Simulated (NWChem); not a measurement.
## Polarisability of Cl$_{2}$Si

```xyz
3

Si     0.0000     0.0000     0.9417
Cl    -1.6401     0.0000    -0.3877
Cl     1.6401     0.0000    -0.3877
```
Charge 0, spin multiplicity 1.

All runs are NWChem calculations. Structure: optimised with PBE/def2-SVP, a minimum by its harmonic frequencies.

Basis set: 6-31G*. Static limit. This basis has no diffuse functions, which lowers polarisabilities.

```
method                isotropic polarisability (bohr³)  difference from CCSD linear response
--------------------  --------------------------------  ------------------------------------
HF                                               42.33                                 -2.35
PBE                                              46.28                                 +1.60
B3LYP                                            44.98                                 +0.29
BHandHLYP                                        43.59                                 -1.09
CCSD linear response                             44.68                                  0.00
```

The values span 3.95 bohr³, from HF (lowest) to PBE (highest). 

The correlated methods keep 15 core orbitals frozen. B3LYP has NWChem's definition, with VWN1-RPA local correlation. The Pople sets run with spherical d functions. The structure started from a generated list of species. Coupled-cluster values serve here as a point of comparison, not as the truth.
